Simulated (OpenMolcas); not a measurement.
Cr3+, Mo3+, W3+: d³ down the group

```yaml
Program: OpenMolcas
Method: RASSCF
Basis: ANO-RCC-VQZP
Scalar_Hamiltonian: DKH2, point nucleus
Spin-orbit_coupling: state interaction with AMFI integrals over the reference wave functions, term energies averaged over their components
```

Active space for each ion: 9 electrons in 8 orbitals (RAS1 p, at most 2 holes; RAS2 d).

Computed levels in cm-1 above ⁴F_3/2:

| Level | Cr3+ | Mo3+ | W3+ |
| --- | --- | --- | --- |
| ⁴F_5/2 | 257 | 781 | 3662 |
| ⁴F_7/2 | 608 | 1779 | 7201 |
| ⁴F_9/2 | 1045 | 2931 | 10221 |
| ⁴P_1/2 | 16720 | 12525 | 14430 |
| ⁴P_3/2 | 16827 | 12568 | 12941 |
| ⁴P_5/2 | 17138 | 13774 | 19396 |
| ²G_7/2 | 18244 | 14502 | 18377 |
| ²G_9/2 | 18621 | 15334 | 28144 |
| ²P_1/2 | 21570 | 17311 | 23150 |
| weight of ⁴F in the lowest level (%) | 100 | 99 | 90 |

Mixed levels, with the weight of the term that names them: W3+ ⁴P_3/2 (53 %), W3+ ²G_9/2 (50 %).

Measured, with the error of the calculation in %. Measured levels: Cr3+ from Sugar and Corliss, J. Phys. Chem. Ref. Data 6, 317 (1977); Mo3+ from Sugar and Musgrove, J. Phys. Chem. Ref. Data 17, 155 (1988); W3+ from the list in J. Phys. B 45, 035001 (2012).

```
 Level           Cr3+           Mo3+            W3+
⁴F_5/2     236 (+8.8)     778 (+0.4)    3537 (+3.5)
⁴F_7/2     556 (+9.4)    1760 (+1.1)    6745 (+6.8)
⁴F_9/2    946 (+10.5)    2865 (+2.3)   9256 (+10.4)
⁴P_1/2  14059 (+18.9)  10338 (+21.2)  11773 (+22.6)
⁴P_3/2  14177 (+18.7)  10331 (+21.7)               
⁴P_5/2  14471 (+18.4)  11612 (+18.6)  17190 (+12.8)
²G_7/2  15052 (+21.2)  11580 (+25.2)  15261 (+20.4)
²G_9/2  15402 (+20.9)  12311 (+24.6)               
²P_1/2  19519 (+10.5)  14348 (+20.6)  18365 (+26.1)
```

The fine-structure level ⁴F_9/2 changes by a factor of 9.78 from Cr3+ to W3+.

Without spin-orbit coupling ⁴P lies 16387, 11630, 10998 cm-1 above ⁴F in that order; the difference to the level ⁴P_1/2, of either sign, comes from spin-orbit coupling, which also lowers the zero.

Without dynamic correlation excited terms often stand tens of per cent too high (terms of higher spin than the ground term too low), and those without a measured partner can miss by more than the paired ones. Active for correlation alone: 3p; no level in the range computed is led by a configuration that opens it, so any true level of that kind is missing (holds for Cr3+). Active for correlation alone: 4p; no level in the range computed is led by a configuration that opens it, so any true level of that kind is missing (holds for Mo3+). Some levels mix across a computed gap that differs much from the measured one, so their mixing is not that of the real levels (holds for W3+). Active for correlation alone: 5p; no level in the range computed is led by a configuration that opens it, so any true level of that kind is missing (holds for W3+). Measured partners are found by configuration, term and J. A level has none where our copy of the source lacks it or the pairing is in doubt (some pairs that miss far off the trend of their configuration count as doubtful), and it then counts in no deviation. Only configurations of the active space appear.
